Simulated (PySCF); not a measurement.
**[TlCl2]+: from structure and modes to constants**

Computed with PBE0 in PySCF with Tl def2-TZVP with ECP60, Cl def2-TZVP; scalar-relativistic core potentials, no spin–orbit coupling; density-fitted integrals.

The singlet minimum has D∞h symmetry. Masses (u): Tl 204.97441, Cl 34.96885.

```xyz
3
charge 1 multiplicity 1, angstrom
Tl    0.0000    0.0000    0.0000
Cl    2.2407    0.0000    0.0000
Cl   -2.2407    0.0000    0.0000
```

Harmonic wavenumbers (cm⁻¹): 97.4 (πu, ×2), 375.8 (σg+, ×1), 456.8 (σu+, ×1).

**Question.** What is the harmonic zero-point energy?

**Answer.** Half the sum of all 4 wavenumbers, 1027/2 = 514 cm⁻¹, which is 6.1 kJ/mol (1 cm⁻¹ = 0.0119627 kJ/mol).

**Question.** Find the bond force constant k and the stretch–stretch coupling k′ of the valence force field.

**Answer.** For linear XMX, 4π²c²ω(σg)² = (k + k′)/mX and 4π²c²ω(σu)² = (k − k′)(1 + 2mX/mM)/mX. So k + k′ = 2.910 and k − k′ = 3.205 mdyn/Å, giving k = 3.057 and k′ = -0.148 mdyn/Å.

Other isomers or separated fragments may lie lower. Spin–orbit coupling, left out here, can matter for elements this heavy.
